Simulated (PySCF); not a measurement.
Cartesian coordinates (Å):
```xyz
7

S     -1.0285    -1.4319     0.0018
C     -0.0111    -0.0318     0.1496
S      1.6829    -0.2692     0.4511
S     -0.7358     1.4684     0.6405
H     -1.9752    -0.8575    -0.7648
H      1.8958    -1.1559    -0.5400
H      0.1719     2.2777     0.0619
```
Charge 0, spin multiplicity 2.

### Question
Estimate the highest occupied spin orbital, dipole moment and total energy that PBE0-D4/def2-TZVP (PySCF) returns for this input.

### Answer

```
Item                                   Value
-----------------------------  -------------
highest occupied spin orbital       -5.06 eV
dipole moment                         1.39 D
total energy                   -1234.0313 Ha
```
